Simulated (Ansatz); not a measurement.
`F[SiH2][InH2]` + H₂S → `[SH][InH2]` + `F[SiH3]` at 400 K and 1 bar (cleavage of the In–Si bond).

Calculated with Ansatz (gas phase, PBE0-D4/def2-TZVP geometries, no zero-point term in ΔE). CBS: MP2 limit from def2 TZ/QZ plus the TZ coupled-cluster correction, frozen cores. This one scheme is used for every species. Elements past krypton have def2 core potentials. For In outer-core shells are correlated without core-valence functions, which leaves a few kJ/mol of doubt a bond.

```csv
species,CCSD(T)/CBS energy (Eh),H − E (kJ/mol),S (J/(mol·K))
`F[SiH2][InH2]`,-581.11562,110.2,363.9
H₂S,-398.97279,53.4,215.9
`[SH][InH2]`,-589.39884,76.6,310.9
`F[SiH3]`,-390.72345,88.0,253.8
```

H − E and S are ideal-gas, rigid-rotor, harmonic terms from PBE0-D4/def2-TZVP. 1 Eh = 2625.50 kJ/mol, R = 8.31446 J/(mol·K).

**Question.** By hand: ΔE, ΔH, ΔS and ΔG.

**Answer.** ΔE = (-589.39884) + (-390.72345) − (-581.11562) − (-398.97279) = -0.03388 Eh = -89.0 kJ/mol. Δ(H − E) = 76.6 + 88.0 − 110.2 − 53.4 = 1.0, so ΔH = -88.0 kJ/mol. ΔS = 310.9 + 253.8 − 363.9 − 215.9 = -15.1 J/(mol·K). ΔG = -88.0 − 400 × (-15.1)/1000 = -82.0 kJ/mol.

**Question.** By hand: the equilibrium constant, and the temperature at which ΔG would vanish if ΔH and ΔS stayed fixed.

**Answer.** log₁₀ K = −ΔG/(RT ln 10) = 10.7. ΔG = 0 at ΔH/ΔS = 5828 K, far beyond where these terms or the molecules hold.

ΔH outweighs TΔS. A doubt of 5 kJ/mol in ΔE shifts log₁₀ K by 0.7 here. These are equilibria of isolated gas molecules and say nothing of rates. Largest T1 diagnostic: 0.014 (customary marks: 0.02 for closed shells, 0.045 for open ones).
